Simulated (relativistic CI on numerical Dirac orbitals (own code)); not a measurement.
## Mn²⁺ in a cubic cluster: 3s photoemission with charge transfer

Computed with a charge-transfer multiplet model of a cubic metal-ligand cluster with up to 3 ligand holes, Slater and spin-orbit integrals from Dirac-Coulomb-Breit ions, Slater integrals scaled by 0.8. The ground state mixes d5 with configurations of k ligand holes L, whose averages lie at kΔ + k(k − 1)U_dd/2; a core hole lowers each added d electron by U_cd. 300 K, Lorentzian 1.4 eV and Gaussian 0.8 eV FWHM.

Atomic integrals in eV (Slater integrals scaled, ζ unscaled), ground: F2dd 8.204, F4dd 5.095, zeta_d 0.037; with the core hole: F2dd 9.170, F4dd 5.739, zeta_d 0.045, G2cd 9.371.

Cluster parameters (eV): U_dd = 6.5, U_cd = 7.6, 10Dq = 0.6, 10Dq(ligand) = 0.9, V(eg) = 1.7, V(t2g) = -0.78, final-state hopping factor = 1.

```
      Case   n_d    d5   d6L  d7L2  d8L3     S
Δ = 5.6 eV  5.11  0.89  0.10  0.00  0.00  2.50
Δ = 7.6 eV  5.07  0.93  0.07  0.00  0.00  2.50
Δ = 8.6 eV  5.06  0.94  0.06  0.00  0.00  2.50
```

Weights, n_d and S are thermal averages at 300 K. Binding energies count from the first peak over 30 % of the highest in each spectrum, which can be another peak from case to case. The parameters are a model scan and need not match a compound or its usual spin state. Peaks in eV (height, largest 100):
- Δ = 5.6 eV: 0.0 (100), 5.1 (29), 10.1 (48), 15.2 (34)
- Δ = 7.6 eV: 0.0 (100), 5.6 (15), 10.6 (58), 15.6 (18)
- Δ = 8.6 eV: 0.0 (100), 6.2 (11), 10.7 (61), 15.6 (12)

For the case Δ = 5.6 eV, Δ = 5.6 eV is smaller than U_dd = 6.5 eV, the charge-transfer side of the Zaanen-Sawatzky-Allen scheme. With the core hole the configuration with one ligand hole lies at Δ − U_cd = -2.0, 0.0, 1.0 eV from the one without, in the order of the table; where this is negative the screened configuration lies lower, though the effective hopping of about 2.7 eV (from the holes of the mixed ground state) mixes the two strongly wherever it is as large as the gap.

Without intra-shell correlation the exchange splitting of the 3s hole comes out too large.
